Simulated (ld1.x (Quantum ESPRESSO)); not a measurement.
**calcium: variants of one RRKJ potential**

Base potential:

- Element: Ca
- Generator: ld1.x (Quantum ESPRESSO) 7.5
- Type: norm-conserving RRKJ (Kleinman–Bylander form)
- Functional: PBE
- Relativity: scalar-relativistic
- Frozen core: [Ne]
- Valence charge: 10
- Reference configuration: 3s2 3p6 3d0 4s2 4p0
- Partial waves: 3p (bound): rc 2.05 bohr; 3d (bound, empty): rc 3.10 bohr; 3s (bound): rc 1.60 bohr
- Local potential: the s channel
- Core correction: a·sin(br)/r model core inside 1.35 bohr
- rho0: 0.005

Occupied shells without a wave of their own: 4s. They enter only through the test configuration that unscreens the potential, and ld1.x also counts them in the model core charge.

All-electron outer shells of the reference configuration (PBE, scalar-relativistic, ld1.x):

```tsv
shell	level (eV)	outermost node (bohr)	outermost maximum (bohr)
2s	-414.37	0.10	0.30
2p	-334.74	–	0.25
3s	-47.09	0.45	0.99
3p	-28.01	0.42	1.04
4s	-3.77	1.43	3.42
3d	-1.95	–	1.27
4p	-1.40	1.63	4.39
```

Cutoffs, loose and tight: the cutoffs (Ry, on a coarse ladder) from which the occupation-weighted sum of valence levels, in a spherical-Bessel basis at the reference potential, stays within 10 and 1 mRy of its value at 400 Ry. They do not see the model core or the augmentation charge, which bear on the density cutoff. Test errors are all-electron minus pseudo excitation energies from the reference, over the configurations 3s2 3p6 3d0 4s1 4p0; 3s2 3p6 3d0 4s0 4p0; 3s2 3p6 3d0 4s1.5 4p0; 3s2 3p5 3d0 4s2 4p0; 3s2 3p6 3d0 4s1 4p1; 3s2 3p6 3d0 4s0 4p1; 3s1 3p6 3d0 4s2 4p0. A dash means not determined; rows that change the core or the reference have their own tests.

With those shells counted twice in exchange and correlation these files are broken, and their errors move erratically; no question is asked of them.

```tsv
change	outcome	cutoff, loose	cutoff, tight	bound ghosts	largest test error (meV)
base	generated, misses its reference levels by 0.21 eV	35 Ry	70 Ry	none	-1488
all radii but the core radius scaled by about 0.74 (s 1.18, p 1.52, d 2.30 bohr)	generated	90 Ry	160 Ry	none	-797
all radii but the core radius scaled by about 0.81 (s 1.30, p 1.68, d 2.52 bohr)	generated	80 Ry	110 Ry	none	-882
all radii but the core radius scaled by about 0.89 (s 1.42, p 1.82, d 2.76 bohr)	generated	60 Ry	90 Ry	none	-1059
all radii but the core radius scaled by about 1.05 (s 1.68, p 2.16, d 3.26 bohr)	generated, misses its reference levels by 0.27 eV	30 Ry	60 Ry	none	-1745
all radii but the core radius scaled by about 1.16 (s 1.86, p 2.38, d 3.60 bohr)	generated, misses its reference levels by 0.45 eV	25 Ry	45 Ry	none	-2427
all radii but the core radius scaled by about 1.21 (s 1.94, p 2.50, d 3.76 bohr)	generated, misses its reference levels by 0.50 eV	25 Ry	40 Ry	none	-2630
all radii but the core radius scaled by about 1.32 (s 2.12, p 2.70, d 4.10 bohr)	generated, misses its reference levels by 0.73 eV	18 Ry	30 Ry	none	-3525
all radii but the core radius scaled by about 1.40 (s 2.24, p 2.86, d 4.32 bohr)	generated, misses its reference levels by 0.85 eV	18 Ry	25 Ry	none	-3982
```

Reading the sweep of the scale of all radii but the core radius (base = 1) (base included, trends over the rows without a ghost): The loose cutoff falls from 90 Ry at 0.74 to 18 Ry at 1.4. A larger radius leaves more room for a smooth pseudo-wave, so fewer plane waves are needed; a smaller one forces it to follow the all-electron wave where it bends sharply. The median size of the test errors (rows with all tests solved) rises from 50.0 meV at 0.74 to 1063.5 meV at 1.4. More of the atom is replaced by a form fitted at one configuration, so other configurations suffer as the radius grows.
